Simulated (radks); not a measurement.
Problem. These are the eigenvalues of the occupied orbitals of an atom or ion with whole-number occupations (hartree). Method: scalar-relativistic Kohn-Sham, PBE, spin-polarised, spherical densities, finite nucleus; Fermi nuclear charge, rms radius of each element as measured or else 0.836 A^(1/3) + 0.57 fm; computed with a radial shooting solver on a logarithmic mesh with Libxc functionals.

orbital  eigenvalue
1s        -461.4900
2s        -60.97160
2p        -53.86239
3s         -9.73520
3p         -7.50972
3d         -3.83302
4s         -2.26827

Which element is it, and in what charge state? The configuration may be excited. Open shells, if any, are filled with parallel spins first.

Solution. Z = 34, selenium, charge +4: Se4+ in [Ar] 3d10 4s2. The list shows which subshells hold electrons but not how many an open one holds; the 1s level, -461.49 hartree, gives Z - s = 30.4 by -(Z - s)^2/2, which with screening and relativity narrows Z to a few neighbours, and the depths of the outer levels then fix element, charge and occupations together.
